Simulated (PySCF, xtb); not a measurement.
CH₃AlClFS, SMILES C[S][Al]([F])[Cl].

GFN2-xTB run with xtb at its own geometry gives an orbital gap of 3.24 eV and a dipole moment of 1.23 D.

Coordinates come from a PBE0-D3(BJ)/def2-SVP optimisation. The structure was generated by enumeration; whether it is a known compound was not checked. The values are those of a single conformer.

**Question.** What does PBE/def2-TZVP run with PySCF give? (The exact figures need the calculation; the answer reports its results.)

**Answer.** gap 4.60 eV (levels -6.41 and -1.81 eV), dipole 1.89 D.
